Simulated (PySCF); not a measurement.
C4H14OSi2.
Geometry (PBE0-D3(BJ)/def2-SVP, Å), atoms numbered from 1 in this order:
```
atom  x, y, z in Å
C1     1.8465    1.5880    1.0359
Si2    1.1801   -0.1462    1.2764
C3     1.9124   -1.3205    0.0116
O4    -0.4779   -0.1411    1.1422
Si5   -1.7379    0.0295    0.0696
C6    -1.3624    1.4050   -1.1489
C7    -2.0195   -1.5882   -0.8295
H8     1.3512    2.2955    1.7188
H9     2.9293    1.6239    1.2365
H10    1.6806    1.9367    0.0042
H11    1.5052   -0.6227    2.6551
H12    1.4782   -2.3273    0.1128
H13    3.0037   -1.4075    0.1352
H14    1.7173   -0.9663   -1.0138
H15   -2.9503    0.3832    0.8690
H16   -0.4835    1.1571   -1.7660
H17   -2.2132    1.5719   -1.8286
H18   -1.1559    2.3519   -0.6262
H19   -2.2047   -2.4062   -0.1164
H20   -1.1390   -1.8574   -1.4347
H21   -2.8881   -1.5205   -1.5039
```

Theory: TDDFT PBE0/def2-SVPD, vertical, gas phase, core orbitals frozen in the response (PySCF 2.14.0, density-fitted response routines).

Kohn–Sham orbitals with the atoms that hold most of them (Löwdin shares over 4%, at most four atoms; ? is withheld):

```
orbital  ε (eV)                               atoms
 HOMO-3   -8.89  Si5 15%, H15 15%, Si2 15%, H11 13%
 HOMO-2   -8.82    C1 17%, C7 16%, Si2 11%, Si5 11%
 HOMO-1   -8.11    O4 27%, Si2 12%, Si5 11%, C6 11%
   HOMO       ?                                   ?
   LUMO    0.45                                   ?
 LUMO+1    1.02    Si5 17%, O4 16%, Si2 15%, H11 7%
 LUMO+2    1.04       C7 12%, C1 12%, H20 8%, O4 7%
```

(1) Which atoms hold the HOMO, and with what shares?

(2) Which atoms hold the LUMO, and with what shares?

(3) What is the HOMO energy, and the HOMO–LUMO gap?

Answers

(1) O4 (bonded to 2 Si) 30%; C7 (bonded to Si and 3 H) 13%; C1 (bonded to Si and 3 H) 12%; Si5 (bonded to 2 C, O and H) 9%. By element: oxygen 30%, carbon 25% or more, silicon 9% or more.

(2) C6 (bonded to Si and 3 H) 9%; C3 (bonded to Si and 3 H) 9%; Si5 (bonded to 2 C, O and H) 9%; Si2 (bonded to 2 C, O and H) 9%. By element: carbon 19% or more, silicon 18%.

(3) ε(HOMO) = -7.97 eV; the gap is 8.42 eV (0.3095 hartree).

Problem. The HOMO–LUMO gap is 8.42 eV. Where does the response calculation put the lowest singlet, and from which orbitals?

Solution. S1 is at 7.40 eV (f = 0.054), 1.02 eV below the gap, made of HOMO→LUMO (96%). Without the coupling terms of the response equations the lowest excitation would equal the gap.

Problem. Give energy, strength and leading configuration of S1 and S2, and follow the Löwdin shares of the leading atoms from the occupied to the empty orbital.

Solution. 
- S1 (7.40 eV, f 0.054), HOMO→LUMO (96%): O4 30% → at most 9%, C7 13% → at most 9%, C6 at most 9% → 9%, C3 at most 9% → 9%
- S2 (7.59 eV, f 0.012), HOMO-1→LUMO (93%): O4 27% → at most 9%, Si2 12% → 9%, C6 11% → 9%, C3 at most 11% → 9%

Löwdin shares depend on the basis, the more so with diffuse functions.

One conformer stands for the species.
